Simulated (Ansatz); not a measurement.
Reaction (atomization): `C[CH](F)[ZnH]` → 2 C• + F• + 5 H• + Zn (atom)

Isolated molecules relaxed with PBE0-D4/def2-TZVP in Ansatz; ΔE leaves out vibrations. CCSD(T)/CBS is the MP2 limit (def2-TZVPP, def2-QZVPP) plus CCSD(T) − MP2 in def2-TZVPP, frozen cores. This one scheme is used for every species, atoms too. Functionals use def2-TZVPP. B3LYP here is the variant with VWN-RPA as its local correlation; programs differ in this. Open shells (•) are unrestricted, without spin–orbit coupling. Spin–orbit coupling would lower the free atoms: a little for C, F. Bonds to Zn are less sure, by a few kJ/mol each and by 10 to 20 or more in all where they break to atoms, as the def2 sets lack core-valence functions. Scalar relativity is left out up to krypton.

| level | ΔE (kJ/mol) |
| --- | --- |
| PBE-D4 | 3001.5 |
| B3LYP-D4 | 2927.0 |
| PBE | 2987.8 |
| r2SCAN | 2958.8 |
| MP2/def2-TZVPP | 2917.0 |
| CCSD(T)/def2-TZVPP | 2867.9 |
| SCS-MP2/def2-QZVPP | 2938.6 |
| MP2/CBS(def2) | 2983.3 |

(1) What does CCSD(T)/CBS give? (Best estimate.)

Largest T1 diagnostic among the species: 0.017.

## Answers

(1) Ansatz gave: +2934.2 kJ/mol. The listed levels differ from it by 67.3, -7.2, 53.6, 24.6, -17.2, -66.3, 4.4, 49.1 kJ/mol.

In def2-TZVPP, CCSD(T) changes the Hartree–Fock value by +729.1 kJ/mol (the triples alone add +40.8 kJ/mol) and MP2 by +778.2 kJ/mol; breaking electron pairs costs correlation energy, which Hartree–Fock lacks. From PBE to PBE0 (25 % exact exchange), in def2-TZVPP and without D4, ΔE moves by −49.2 kJ/mol: exact exchange takes away binding that semilocal exchange gives to molecules.

For atomizations the MP2-based limit and the directly extrapolated one differ by several kJ/mol either way, and by 10 to 25 for some Ge, Se and Sn compounds, so smaller differences from it don't rank the levels.
